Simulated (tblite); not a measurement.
C4H5N3.
Bonds: C1–C2 (double), C2–C3, C3–C4 (aromatic), C4–N5 (aromatic), N5–N6 (aromatic), N6–N7 (aromatic), C3–N7 (aromatic). Hydrogens: H8, H9 on C1; H10 on C2; H11 on C4; H12 on N7.

Computed with GFN2-xTB (tblite), gas phase: Langevin dynamics at 300 K from the optimised GFN2-xTB geometry, time step 0.5 fs, friction 0.01 fs⁻¹, 2000 steps. The instantaneous temperature is 2·E(kin)/(3Nk) with all 3N coordinates.

```
t (fs)  T (K)  E(pot) above start (eV)  C1=C2 (Å)  C2–C3 (Å)  C3–C4 (Å)  C4–N5 (Å)  N5–N6 (Å)  C1–H8 (Å)  C1–C2–C3–C4 (°)
     0    262                    0.000      1.328      1.439      1.389      1.342      1.278      1.076                0
    25    196                    0.321      1.329      1.464      1.408      1.325      1.291      1.083                7
    50    268                    0.477      1.323      1.435      1.370      1.336      1.275      1.068               38
    75    313                    0.348      1.342      1.494      1.393      1.348      1.272      1.079               34
   100    168                    0.482      1.366      1.468      1.404      1.373      1.258      1.085               48
   125    200                    0.444      1.353      1.497      1.423      1.378      1.251      1.080               52
   150    249                    0.422      1.301      1.438      1.390      1.394      1.256      1.076               43
   175    272                    0.449      1.320      1.437      1.376      1.416      1.254      1.079               30
   200    293                    0.350      1.362      1.398      1.392      1.405      1.240      1.072               11
   225    256                    0.356      1.330      1.410      1.405      1.378      1.248      1.081               -6
   250    332                    0.380      1.320      1.457      1.378      1.380      1.256      1.099              -21
   275    289                    0.411      1.335      1.496      1.385      1.385      1.261      1.104              -24
   300    339                    0.327      1.308      1.428      1.359      1.390      1.277      1.058              -22
   325    323                    0.440      1.347      1.463      1.381      1.395      1.265      1.046              -24
   350    301                    0.418      1.318      1.386      1.396      1.368      1.250      1.083              -38
   375    265                    0.424      1.301      1.470      1.406      1.362      1.288      1.096              -31
   400    351                    0.308      1.309      1.389      1.370      1.344      1.318      1.066              -20
   425    322                    0.345      1.353      1.431      1.392      1.340      1.355      1.055               -8
   450    328                    0.397      1.327      1.433      1.387      1.339      1.358      1.091                8
   475    288                    0.516      1.301      1.460      1.390      1.342      1.335      1.086               -9
   500    398                    0.422      1.331      1.440      1.444      1.298      1.333      1.059              -19
   525    263                    0.566      1.368      1.358      1.400      1.296      1.307      1.090              -39
   550    243                    0.386      1.320      1.430      1.369      1.301      1.288      1.043              -28
   575    332                    0.324      1.304      1.450      1.354      1.329      1.308      1.081              -19
   600    307                    0.377      1.333      1.481      1.358      1.331      1.309      1.092                2
   625    340                    0.316      1.316      1.441      1.351      1.359      1.291      1.065                5
   650    338                    0.247      1.327      1.436      1.393      1.358      1.276      1.079               20
   675    373                    0.403      1.326      1.372      1.384      1.341      1.277      1.067               21
   700    530                    0.325      1.287      1.446      1.402      1.367      1.272      1.055               29
   725    467                    0.387      1.299      1.440      1.381      1.374      1.277      1.081                6
   750    207                    0.360      1.346      1.464      1.359      1.384      1.281      1.065                6
   775    275                    0.348      1.337      1.423      1.334      1.383      1.269      1.076               -1
   800    262                    0.353      1.299      1.450      1.360      1.356      1.265      1.081                8
   825    265                    0.284      1.315      1.454      1.410      1.343      1.262      1.052               11
   850    271                    0.290      1.346      1.455      1.409      1.365      1.270      1.103               14
   875    269                    0.300      1.307      1.410      1.386      1.384      1.267      1.078               16
   900    142                    0.267      1.310      1.458      1.415      1.372      1.273      1.094               16
   925    194                    0.257      1.326      1.451      1.409      1.353      1.267      1.044               10
   950    202                    0.310      1.357      1.425      1.394      1.357      1.252      1.103               -7
   975    247                    0.303      1.328      1.425      1.366      1.357      1.272      1.064                5
  1000    215                    0.342      1.302      1.469      1.388      1.365      1.272      1.057               -9
```

Task: From 500 fs on, how do temperature and potential energy compare with equipartition?

Result: The mean temperature of these 21 frames is 292 K against the target 300 K, and the mean potential energy 0.34 eV against 30 × kT/2 = 0.39 eV for 30 classical harmonic modes. For 12 atoms in a canonical ensemble the temperature itself scatters by T·√(2/(3N)) = 71 K; here its standard deviation is 91 K. The whole run lasts only 10 friction times of 100 fs, so these averages carry a wide statistical error.

Task: What are the kinetic and total energies of the listed frame with the highest potential energy?

Result: The one at 525 fs, 0.566 eV above the start. Its kinetic energy is 3NkT/2 = 0.408 eV at 263 K, so the sum is 0.97 eV; over the listed frames the sum runs from 0.41 to 1.15 eV, since the thermostat adds and removes energy.

Task: How much do the listed bonds fluctuate from 500 fs on?

Result: 
```csv
bond,at the start (Å),mean (Å),standard deviation (Å)
C1=C2,1.328,1.323,0.020
C2–C3,1.439,1.437,0.029
C3–C4,1.389,1.384,0.026
C4–N5,1.342,1.351,0.026
N5–N6,1.278,1.280,0.019
C1–H8,1.076,1.073,0.017
```

The motion is classical and holds no zero-point motion.

What follows is the cost of the whole dynamics run. On an x86-64 server with one thread, on a shared host, this took 15 s wall.
